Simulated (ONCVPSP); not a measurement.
What one change does to a pseudopotential (vanadium, ONCV)

```
Element                 : vanadium
Generator               : ONCVPSP 4.0.1
Type                    : optimised norm-conserving Vanderbilt (ONCV)
Functional              : PW91
Relativity              : scalar-relativistic
Frozen core             : [Ar]
Valence charge          : 5
Reference configuration : 3d3 4s2
Partial waves           : 4s: rc 2.20 bohr, ncon 5, nbas 9, qcut 2.8 1/bohr, 3 projectors, debl 3.9 Ha; p scattering state at 0.04 Ha: rc 2.30 bohr, ncon 5, nbas 10, qcut 3.3 1/bohr, 1 projector; 3d: rc 2.25 bohr, ncon 4, nbas 8, qcut 6.1 1/bohr, 2 projectors, debl 0.4 Ha
Local potential         : polynomial inside 1.65 bohr (lpopt 5, dvloc0 4 Ha)
Core correction         : Teter function, fcfact 3.5, rcfact 1.7
```

All-electron outer shells of the reference configuration (PW91, scalar-relativistic, ld1.x):

```tsv
shell	level (eV)	outermost node (bohr)	outermost maximum (bohr)
3p	-44.08	0.35	0.84
3d	-5.23	–	0.90
4s	-4.75	1.17	2.76
```

Change: core correction Teter function, fcfact 3.5, rcfact 1.62.

Cutoffs: the cutoffs (Ha) at which the residual kinetic energy of the hardest occupied pseudo-wave falls to 1 and 0.1 mHa per electron; they do not see the model core or the augmentation charge, which bear on the density cutoff. Errors are all-electron minus pseudo energies relative to the spin-unpolarised reference configuration.

Q: Predict the effect on cutoff, ghosts and configuration errors.

A: The potential gets neither clearly harder nor softer (16 Ha and 42 Ha → 16 Ha and 42 Ha); both files keep a bound ghost (s); of the 4 tests that both files solve, the error grows in 0 and shrinks in 4 by more than 15 % and 0.3 meV (median size 236.1 → 167.9 meV). A model core, the more so a compact one, raises the density cutoff, which this test does not measure.

```tsv
quantity	base	changed
cutoff, loose	16 Ha	16 Ha
cutoff, tight	42 Ha	42 Ha
bound ghosts	s	s
GHOST(+) flags under 300 eV	none	none
error for 3d3 4s1, meV [ΔE 7.79 eV]	-50	-31
error for 3d3 4s0, meV [ΔE 22.11 eV]	-422	-305
error for 3d2 4s0, meV [ΔE 51.11 eV]	-582	-419
error for 3d3 4s1.5, meV [ΔE 3.12 eV]	-8.0	-4.7
s: phases at 2.23 bohr within 0.05 rad from the reference energy up to (Ha; the scan ends near 5)	to the end of the scan	to the end of the scan
p: phases at 2.33 bohr within 0.05 rad from the reference energy up to (Ha; the scan ends near 5)	0.4	0.4
d: phases at 2.29 bohr within 0.05 rad from the reference energy up to (Ha; the scan ends near 5)	3.8	3.8
rms error of d²Exc/dni dnj with the model core, mHa	8.31	8.50
```

Base: The cutoffs count occupied waves only; projector 2 of the s channel, the hardest unoccupied one, needs 57 Ha at the loose tolerance. Changed file: The cutoffs count occupied waves only; projector 2 of the s channel, the hardest unoccupied one, needs 57 Ha at the loose tolerance. A true bound ghost makes a file unfit for plane-wave use even where its test errors are small: the radial tests pick states by their node count and pass the ghost by.
